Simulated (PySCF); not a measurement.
# Se+ (selenium, charge +1) across methods

[Ar] 3d10 4s2 4p3, high-spin 4S determinant. All numbers are calculated (PySCF 2.14, scalar relativity by spin-free X2C-1e, in x2c-TZVPPall (6s5p4d1f, 48 functions)).

| method | E (hartree) | mean ε 4s α (eV) | mean ε 4s β (eV) | mean ε 4p α (eV) | Σ⟨r²⟩ (bohr²) | ⟨S²⟩ |
| --- | --- | --- | --- | --- | --- | --- |
| PW91 | -2429.635 | -27.911 | -25.141 | -16.467 | 30.77 | 3.750 |
| MN15 | -2430.944 | -30.633 | -26.688 | -18.511 | 30.71 | 3.751 |
| LDA | -2425.858 | -27.945 | -25.500 | -16.456 | 30.78 | 3.750 |
| r2SCAN | -2429.433 | -28.854 | -25.112 | -16.932 | 30.65 | 3.751 |
| UHF | -2427.75245 | -36.637 | -28.225 | -21.438 | 31.00 | 3.751 |
| PBE | -2429.120 | -27.842 | -25.049 | -16.421 | 30.80 | 3.750 |
| M06-L | -2429.366 | -28.526 | -24.925 | -16.641 | 30.43 | 3.751 |
| PBE0 | -2429.172 | -30.264 | -26.202 | -17.866 | 30.74 | 3.750 |

(1) Estimate the same row for wB97X.

## Answers

(1) E (hartree) = -2429.506; mean ε 4s α (eV) = -33.015; mean ε 4s β (eV) = -29.238; mean ε 4p α (eV) = -20.142; Σ⟨r²⟩ (bohr²) = 30.63; ⟨S²⟩ = 3.751.
